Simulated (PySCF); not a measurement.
**How methods differ on the ionisation energy of Ge²⁺**

Ge²⁺ [Ar] 3d10 4s2 (1S) → Ge³⁺ [Ar] 3d10 4s1 (2S), as a difference of total energies. Computed with PySCF 2.14 in ANO-RCC-VTZP, with scalar relativity by spin-free X2C-1e. Correlated levels: valence: [Ar] 3d10 frozen. The calculations carry no spin-orbit coupling.

| method | ionisation energy (eV) | error (eV) |
| --- | --- | --- |
| UHF | 32.244 | -1.814 |
| MP2 (valence) | 32.966 | -1.092 |
| SCS-MP2 (valence) | 33.111 | -0.947 |
| CCSD (valence) | 33.296 | -0.762 |

Reference: 34.058 eV (measured; NIST Atomic Spectra Database, ionization energies).

Errors of the correlated levels include the incompleteness of this basis and the frozen core.

With two correlated electrons CCSD is exact in that space.
